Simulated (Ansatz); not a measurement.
Steps of a relaxation of C2H4BBrO (`BrB1CCO1`) with RKS PBE-D4/def2-SVP.

```sh
$ ansatz run in.yaml --threads 4 --pin off --events-out ev --progress --plain --max-ram 10444MiB
```

```yaml
crystal:
  periodic: [false, false, false]
  atoms:
    - {symbol: Br, position_ang: [-1.400700, 2.548400, 0.765500]}
    - {symbol: B, position_ang: [-0.939900, 0.694300, 0.381000]}
    - {symbol: C, position_ang: [0.437700, -0.045000, 0.544100]}
    - {symbol: C, position_ang: [0.246900, -0.742600, -0.706200]}
    - {symbol: O, position_ang: [-1.075200, -0.171900, -0.852200]}
    - {symbol: H, position_ang: [1.333600, 0.664000, 0.479300]}
    - {symbol: H, position_ang: [0.511300, -0.715700, 1.446900]}
    - {symbol: H, position_ang: [0.884500, -0.439800, -1.544600]}
    - {symbol: H, position_ang: [0.090300, -1.837800, -0.530900]}
basis:
  gaussian: {orbitals: def2-SVP}
hamiltonian: {xc: pbe, dispersion: d4}
relax: {f_tol: 0.03, max_steps: 200}
```

Positions (Å) and forces (eV/Å) along the path, 7 of 7 steps:

```xyz
9
step=1 energy=-74880.7176 eV
Br   -1.401    2.548    0.765   -0.473   -1.059   -0.087
B    -0.940    0.694    0.381    1.589   -1.303   -3.620
C     0.438   -0.045    0.544    3.079    1.664    3.987
C     0.247   -0.743   -0.706   -2.280   -1.343    0.011
O    -1.075   -0.172   -0.852   -2.466    2.277    0.451
H     1.334    0.664    0.479   -0.660   -0.525    0.705
H     0.511   -0.716    1.447    0.384    0.429   -0.313
H     0.884   -0.440   -1.545    0.246   -0.225   -0.359
H     0.090   -1.838   -0.531    0.582    0.087   -0.776
9
step=2 energy=-74881.7408 eV
Br   -1.556    2.473    0.758    0.057   -0.736   -0.182
B    -0.800    0.752    0.262   -0.500   -1.056   -1.784
C     0.529   -0.038    0.594    0.621    0.874    0.912
C     0.174   -0.742   -0.690   -0.401   -0.698   -0.325
O    -1.133   -0.097   -0.885    0.382    1.809    1.853
H     1.429    0.630    0.574   -0.191   -0.356    0.033
H     0.576   -0.688    1.498   -0.078    0.220   -0.174
H     0.832   -0.495   -1.546    0.041   -0.137   -0.101
H     0.037   -1.842   -0.583    0.069    0.080   -0.233
9
step=3 energy=-74881.9644 eV
Br   -1.667    2.369    0.781    0.054   -0.277    0.012
B    -0.760    0.757    0.228   -0.209    0.316   -0.301
C     0.575   -0.012    0.604   -0.261    0.063    0.110
C     0.157   -0.749   -0.681    0.328   -0.050   -0.453
O    -1.089    0.030   -0.900    0.408   -0.034    0.612
H     1.496    0.603    0.568   -0.006   -0.107   -0.115
H     0.588   -0.627    1.523   -0.064    0.013    0.016
H     0.842   -0.577   -1.543   -0.130   -0.066    0.059
H    -0.053   -1.838   -0.597   -0.120    0.141    0.058
9
step=4 energy=-74881.9896 eV
Br   -1.717    2.327    0.811    0.090   -0.110   -0.024
B    -0.727    0.796    0.197   -0.224    0.204    0.431
C     0.580   -0.001    0.602    0.166    0.170   -0.127
C     0.173   -0.747   -0.687   -0.094   -0.103   -0.022
O    -1.071    0.039   -0.882    0.164   -0.175   -0.334
H     1.531    0.565    0.553    0.019   -0.064    0.015
H     0.553   -0.599    1.533   -0.047    0.021   -0.029
H     0.842   -0.602   -1.562   -0.048    0.003    0.073
H    -0.074   -1.825   -0.583   -0.025    0.056    0.018
9
step=5 energy=-74882.0003 eV
Br   -1.735    2.305    0.837    0.043   -0.079   -0.013
B    -0.731    0.798    0.200   -0.086    0.114    0.074
C     0.583    0.009    0.595    0.079    0.000   -0.015
C     0.174   -0.749   -0.686   -0.087    0.052   -0.047
O    -1.048    0.059   -0.908    0.064   -0.070   -0.056
H     1.542    0.561    0.541   -0.023   -0.023    0.018
H     0.550   -0.585    1.529    0.002    0.010   -0.001
H     0.853   -0.626   -1.554    0.007   -0.027    0.014
H    -0.100   -1.818   -0.570    0.001    0.023    0.026
9
step=6 energy=-74882.0010 eV
Br   -1.745    2.281    0.859   -0.052    0.046    0.006
B    -0.734    0.805    0.191    0.198   -0.091    0.095
C     0.588    0.009    0.590   -0.168    0.129   -0.028
C     0.170   -0.745   -0.690    0.091   -0.018    0.053
O    -1.032    0.075   -0.929   -0.045    0.005   -0.047
H     1.544    0.565    0.536   -0.011   -0.029   -0.005
H     0.551   -0.578    1.527    0.014   -0.004   -0.005
H     0.864   -0.652   -1.548    0.002   -0.006   -0.057
H    -0.119   -1.806   -0.553   -0.029   -0.032   -0.014
9
step=7 energy=-74882.0026 eV
Br   -1.753    2.277    0.860   -0.003   -0.001   -0.002
B    -0.728    0.805    0.194    0.001    0.007    0.008
C     0.586    0.012    0.591   -0.011   -0.003   -0.013
C     0.173   -0.746   -0.689   -0.002    0.003    0.004
O    -1.027    0.081   -0.931   -0.005    0.008    0.001
H     1.544    0.564    0.535    0.003   -0.002    0.000
H     0.555   -0.576    1.528    0.003   -0.002    0.001
H     0.865   -0.658   -1.552    0.007   -0.004    0.001
H    -0.126   -1.805   -0.553    0.006   -0.006    0.001
```

Run time 9.5 s (4 threads of an Arm Neoverse V2 on a shared host); peak host memory 0.16 GiB.
